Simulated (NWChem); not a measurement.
System: C2H4O3Si; SMILES C#C[Si](O)(O)O

```xyz
10

C      0.0000     0.0000    -2.6259
C      0.0000     0.0000    -1.4112
Si     0.0000     0.0000     0.4201
O     -1.4859    -0.4304     0.9833
O      0.3702     1.5020     0.9833
O      1.1157    -1.0716     0.9833
H      0.0000     0.0000    -3.6939
H     -1.8205    -1.2901     0.6925
H     -0.2070     2.2216     0.6925
H      2.0275    -0.9315     0.6925
```
Atoms are numbered in this order, from 1.

All runs: NWChem. All runs use the structure optimised with B3LYP/6-31G* (spherical d). B3LYP is NWChem's, with the RPA form of VWN correlation. Atomic charges in e: unrestrained fits to the electrostatic potential beside Mulliken populations; buried atoms are poorly determined by the fit.

Question: Predict the results for B3LYP/def2-SVP. Quantities: ESP C1; Mulliken C1; ESP C2; Mulliken C2; ESP Si3; Mulliken Si3; ESP O4; Mulliken O4; ESP O5; Mulliken O5; relative RMS misfit of the potential (%).

Answer: 
```
Item                                      Result
----------------------------------------  ------
ESP C1                                     -0.12
Mulliken C1                                -0.22
ESP C2                                     -0.48
Mulliken C2                                -0.03
ESP Si3                                     1.35
Mulliken Si3                                0.78
ESP O4                                     -0.73
Mulliken O4                                -0.37
ESP O5                                     -0.73
Mulliken O5                                -0.37
relative RMS misfit of the potential (%)      18
```
